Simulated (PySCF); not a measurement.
Si(H)(Cl)(Br)(NH2) (BrClH3NSi), SMILES N[SiH](Cl)Br.

Geometry optimised at B3LYP-D3(BJ)/def2-SVP. This is a generated structure with no PubChem entry under its InChIKey; it may be hypothetical. The values are those of a single conformer.

Level of theory: TDDFT-PBE/def2-SVPD (PySCF).

Vertical excitations. The molecule is in vacuum.

### Question
Give excitation energies, oscillator strengths and character. (Estimate from the structure and the level; the computed values follow.)

### Answer

| state | energy (eV) | λ (nm) | f | main pairs |
|---|---|---|---|---|
| S1 | 5.67 | 219 | 0.001 | HOMO→LUMO 99 % |
| S2 | 6.32 | 196 | 0.007 | HOMO→LUMO+1 86 % |
| S3 | 6.43 | 193 | 0.025 | HOMO−1→LUMO 76 %, HOMO−2→LUMO 19 % |
| S4 | 6.49 | 191 | 0.030 | HOMO−2→LUMO 75 %, HOMO−1→LUMO 13 % |
| S5 | 6.77 | 183 | 0.007 | HOMO→LUMO+2 58 %, HOMO−1→LUMO+1 18 %, HOMO−2→LUMO+1 14 % |
| S6 | 6.80 | 182 | 0.012 | HOMO−3→LUMO 73 %, HOMO−1→LUMO+1 11 % |
| S7 | 6.86 | 181 | 0.043 | HOMO−1→LUMO+1 63 %, HOMO−3→LUMO 17 % |
| S8 | 7.00 | 177 | 0.063 | HOMO−2→LUMO+1 72 %, HOMO→LUMO+2 12 % |
| S9 | 7.13 | 174 | 0.006 | HOMO−4→LUMO 54 %, HOMO→LUMO+3 37 % |
| S10 | 7.25 | 171 | 0.036 | HOMO−1→LUMO+2 47 %, HOMO→LUMO+3 22 %, HOMO−2→LUMO+2 18 % |
| T1 | 5.52 | 225 | 0 | HOMO→LUMO 99 % |
| T2 | 5.97 | 208 | 0 | HOMO−1→LUMO 74 %, HOMO→LUMO+1 24 % |
| T3 | 5.99 | 207 | 0 | HOMO→LUMO+1 71 %, HOMO−1→LUMO 23 % |
| T4 | 6.07 | 204 | 0 | HOMO−2→LUMO 95 % |
Triplets are in the Tamm–Dancoff approximation, which puts them higher than full response would, so one can lie above its singlet here.
